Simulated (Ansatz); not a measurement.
MoSF₄⁺. The state is a doublet with charge 1. Geometry r2SCAN-D4/def2-SVP, that of the neutral singlet; atoms count from 1.

```xyz
6

Mo   -0.007    0.011    0.017
S     0.646   -1.044   -1.659
F    -1.449    1.001   -0.560
F     0.928    1.598   -0.009
F     1.129   -0.485    1.380
F    -1.248   -1.082    0.830
```

In the def2 sets Mo takes a core potential; there is no spin–orbit coupling.

(1) Estimate the Mulliken populations from the PBE0/def2-TZVP orbitals of Ansatz.

(2) Where does the spin sit?

(3) And the Mayer bond orders between heavy atoms (over 0.3)?

## Answers

(1) 
```json
{"atom": "Mo1", "charge (e)": "1.87", "spin (α − β)": "-0.05", "d electrons": "3.48"}
{"atom": "S2", "charge (e)": "0.23", "spin (α − β)": "0.89", "d electrons": "–"}
{"atom": "F3", "charge (e)": "-0.27", "spin (α − β)": "0.04", "d electrons": "–"}
{"atom": "F4", "charge (e)": "-0.27", "spin (α − β)": "0.04", "d electrons": "–"}
{"atom": "F5", "charge (e)": "-0.27", "spin (α − β)": "0.04", "d electrons": "–"}
{"atom": "F6", "charge (e)": "-0.27", "spin (α − β)": "0.04", "d electrons": "–"}
```
Mulliken values depend strongly on the basis.

(2) Summed by element: Mo -0.05, S 0.89, F 0.16, of 1 unpaired in all. Largest on single atoms: S2 0.89, Mo1 -0.05, F3 0.04.

(3) Mo1–S2 1.59 (2.09 Å); Mo1–F3 1.03 (1.84 Å); Mo1–F4 1.03 (1.84 Å); Mo1–F5 1.03 (1.84 Å); Mo1–F6 1.03 (1.84 Å).
